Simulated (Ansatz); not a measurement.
```yaml
crystal:
  periodic: [true, true, true]
  atoms:
    - {symbol: Al, position_ang: [-1.303296, 1.664094, 0.547283]}
    - {symbol: Si, position_ang: [0.001049, 0.606077, -0.576494]}
    - {symbol: Si, position_ang: [1.684089, -1.146345, 0.521266]}
    - {symbol: Br, position_ang: [-2.092425, -0.958602, -0.604136]}
    - {symbol: H, position_ang: [-2.644017, 2.373025, -0.782905]}
    - {symbol: H, position_ang: [-1.881066, 1.283368, 2.134009]}
    - {symbol: H, position_ang: [0.403830, 0.430306, -2.000060]}
    - {symbol: H, position_ang: [1.563755, -2.079802, -0.477591]}
    - {symbol: H, position_ang: [0.980805, -1.575450, 1.571569]}
    - {symbol: H, position_ang: [2.857808, -0.322860, 0.327580]}
basis:
  gaussian: {orbitals: aug-cc-pVTZ}
hamiltonian: {xc: {name: B2PLYP}, pseudopotentials: {relativity: none}}
output: {forces: true}
```

```sh
$ ansatz run in.yaml --threads 4 --pin off --events-out ev --progress --plain --max-ram 10444MiB
```

It prints (some lines left out):

```
Error: YAML parse error: error: line 2 column 3: crystal: missing field `lattice` (a structure is typed as `lattice` and `atoms`, a molecule's as `atoms` in Å alone, or read from a run's directory, `checkpoint`)
 --> <input>:2:3
1 | crystal:
2 |   periodic: [true, true, true]
3 |   atoms:
4 |     - {symbol: Al, position_ang: [-1.303296, 1.664094, 0.547283]}
```

(1) What is wrong with this run?

Answers

(1) The molecule is marked periodic without a cell. The program refused the input.
